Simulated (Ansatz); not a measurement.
Ansatz (a program for electronic structure) input:

Ansatz 0.2 input:
```yaml
crystal:
  periodic: [false, false, false]
  atoms:
    - {symbol: Sr, position_ang: [0.18626027, -0.31630097, 0.11351357]}
    - {symbol: Cl, position_ang: [1.54378434, 0.76688219, -1.84975441]}
    - {symbol: Cl, position_ang: [-1.96013083, -0.05985650, 1.59601820]}
basis:
  gaussian:
    orbitals: def2-TZVP
hamiltonian:
  xc: {name: HF}
relax: {f_tol: 0.003, max_steps: 100}
```

Which total energy does the run end on?

-949.57219 Eh (HF/def2-TZVP). The basis has 107 functions.
